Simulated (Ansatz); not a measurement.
Consider the substitution at a C–Ga bond: `N=[C](O)[GaH2]` + `[NH2][AlH2]` → `N=C(O)[NH][AlH2]` + `[GaH3]`.

Computed with Ansatz on PBE0-D4/def2-TZVP structures; ΔE is electronic, products minus reactants. CBS: MP2 limit from def2 TZ/QZ plus the TZ coupled-cluster correction, frozen cores. This one scheme is used for every species. Functionals use def2-TZVPP. B3LYP here is the variant with VWN-RPA as its local correlation; programs differ in this. For Ga outer-core shells are correlated without core-valence functions, which leaves a few kJ/mol of doubt a bond. Scalar relativity is left out up to krypton. Each species was taken in one conformer, which may not be the lowest.

Question: Is it downhill or uphill in electronic energy at CCSD(T)/CBS, and by how much? (Best estimate.)

Answer: Ansatz gave: Uphill: ΔE = +0.06 eV.

Question: What do these levels give: PBE0-D4, ωB97M-V, B3LYP, HF/def2-TZVPP, CCSD/def2-TZVPP, MP2/def2-QZVPP? (Best estimate.)

Answer: Ansatz gave: PBE0-D4 -0.10, ωB97M-V -0.04, B3LYP 0.00, HF/def2-TZVPP -0.20, CCSD/def2-TZVPP -0.01, MP2/def2-QZVPP 0.05 eV.

Largest T1 diagnostic among the species: 0.015.

From PBE to PBE0 (25 % exact exchange), in def2-TZVPP and without D4, ΔE moves by −0.08 eV. In def2-TZVPP, CCSD(T) changes the Hartree–Fock value by +0.22 eV (the triples alone add +0.02 eV) and MP2 by +0.23 eV.
